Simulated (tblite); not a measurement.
Input of a run (GFN2-xTB geometry optimisation, gas phase (tblite 0.8.0)), started from a force field or distance geometry:
```
{"job": {"kind": "relax", "xc": "GFN2-xTB", "basis": "xTB"}, "charge": 0, "multiplicity": 1}
C      0.730900    -0.514000     1.691600
C      0.030800    -0.620200     0.533500
C      0.465300     0.082000    -0.650400
C      0.506400     1.429100    -0.830200
C      0.091600     2.440500     0.211300
C      0.983600     2.009800    -2.124200
C     -1.220400    -1.459300     0.432600
Si    -1.031200    -3.148600    -0.341100
H      0.414700    -1.028900     2.596600
H      1.614700     0.097400     1.764900
H      0.739200    -0.561400    -1.486100
H     -0.629200     3.141100    -0.232000
H      0.960000     3.010800     0.554000
H     -0.385300     2.003400     1.078900
H      0.193400     2.617300    -2.582100
H      1.285300     1.242700    -2.829200
H      1.856600     2.659200    -1.942800
H     -1.647300    -1.615200     1.437900
H     -1.982000    -0.893900    -0.111800
H     -2.352500    -3.833000    -0.390100
H     -0.113800    -4.000100     0.448600
H     -0.521300    -3.039200    -1.734300
```

Output (eV, eV/Å):
```
step      E/eV     max force
  0    -647.68196    2.191
  1    -647.74757    1.460
  2    -647.78428    0.283
  3    -647.79014    0.209
  4    -647.79832    0.221
  5    -647.80167    0.213
  6    -647.80487    0.100
  7    -647.80618    0.112
  8    -647.80742    0.089
  9    -647.80877    0.080
 10    -647.81018    0.071
 11    -647.81154    0.079
 12    -647.81312    0.090
 13    -647.81466    0.101
 14    -647.81597    0.090
 15    -647.81700    0.079
 16    -647.81793    0.061
 17    -647.81877    0.066
 18    -647.81938    0.049
 19    -647.81982    0.049
 20    -647.82027    0.051
 21    -647.82088    0.063
 22    -647.82168    0.076
 23    -647.82250    0.060
 24    -647.82315    0.060
 25    -647.82367    0.069
 26    -647.82419    0.069
 27    -647.82475    0.053
 28    -647.82524    0.047
 29    -647.82555    0.039
 30    -647.82574    0.034
 31    -647.82592    0.030
 32    -647.82613    0.045
 33    -647.82635    0.045
 34    -647.82654    0.030
 35    -647.82671    0.029
 36    -647.82690    0.038
 37    -647.82714    0.048
 38    -647.82741    0.043
 39    -647.82772    0.041
 40    -647.82808    0.046
 41    -647.82853    0.057
 42    -647.82908    0.073
 43    -647.82968    0.069
 44    -647.83033    0.070
 45    -647.83104    0.077
 46    -647.83181    0.062
 47    -647.83260    0.056
 48    -647.83333    0.071
 49    -647.83405    0.083
 50    -647.83486    0.080
 51    -647.83577    0.079
 52    -647.83667    0.077
 53    -647.83736    0.052
 54    -647.83782    0.045
 55    -647.83815    0.041
 56    -647.83845    0.039
 57    -647.83879    0.042
 58    -647.83920    0.051
 59    -647.83963    0.049
 60    -647.84004    0.038
 61    -647.84039    0.043
 62    -647.84074    0.052
 63    -647.84119    0.072
 64    -647.84179    0.071
 65    -647.84251    0.055
 66    -647.84300    0.048
 67    -647.84344    0.054
 68    -647.84391    0.059
 69    -647.84441    0.059
 70    -647.84489    0.045
 71    -647.84534    0.051
 72    -647.84582    0.053
 73    -647.84636    0.053
 74    -647.84686    0.052
 75    -647.84724    0.043
 76    -647.84750    0.037
 77    -647.84773    0.039
 78    -647.84795    0.026
 79    -647.84814    0.028
 80    -647.84832    0.028
 81    -647.84858    0.042
 82    -647.84891    0.041
 83    -647.84924    0.037
 84    -647.84951    0.032
 85    -647.84974    0.037
 86    -647.84999    0.043
 87    -647.85025    0.038
 88    -647.85050    0.045
 89    -647.85075    0.041
 90    -647.85106    0.057
 91    -647.85145    0.069
 92    -647.85186    0.061
 93    -647.85224    0.047
 94    -647.85266    0.050
 95    -647.85310    0.069
 96    -647.85375    0.071
 97    -647.85437    0.051
 98    -647.85468    0.024
 99    -647.85478    0.022
100    -647.85496    0.027
101    -647.85506    0.023
102    -647.85514    0.017
103    -647.85518    0.014
104    -647.85522    0.017
105    -647.85528    0.018
106    -647.85534    0.016
107    -647.85536    0.012
108    -647.85538    0.008
```

Task: Summarise the run.

Result: The energy falls by 16.7 kJ/mol over 108 L-BFGS steps, the largest force on an atom goes from 2.19 to 0.008 eV/Å, and the atoms move by 0.380 Å rms after alignment. The bond that changes most is C7–Si8 (sp3 carbon bound to silicon to SiH3 silicon), which lengthens by 0.041 Å. Bonds longer at the end by more than 0.005 Å: 2 of 21; shorter: 13. Among the angles that change most is C2–C7–Si8, from 116.5° to 112.1°. Among the dihedrals that turn most is C7–C2–C3–C4, from 114° to 139°. The energy never rose by more than 1e-5 eV on the way. The first step brought 38 % of the lowering.

Task: What are the final bond lengths?

Result: C1=C2 1.331 Å, C2–C3 1.462 Å, C3=C4 1.333 Å, C4–C5 1.498 Å, C4–C6 1.500 Å, C2–C7 1.498 Å, C7–Si8 1.909 Å, C1–H9 1.078 Å, C1–H10 1.075 Å, C3–H11 1.084 Å, C5–H12 1.090 Å, C5–H13 1.090 Å, C5–H14 1.087 Å, C6–H15 1.091 Å, C6–H16 1.087 Å, C6–H17 1.090 Å, C7–H18 1.091 Å, C7–H19 1.092 Å, Si8–H20 1.465 Å, Si8–H21 1.463 Å, Si8–H22 1.465 Å. Numbering counts from 1 in the input's order; the species is `C=C(C=C(C)C)C[SiH3]`.

Its GFN2-xTB frequencies are all real (lowest 43 cm⁻¹). One conformer, not necessarily the lowest. 3 starts were optimised and ended at 0.00, 1.97 and 1.97 kcal/mol (GFN2-xTB); the lowest of these is shown.

The numbers are calculated, not measured.
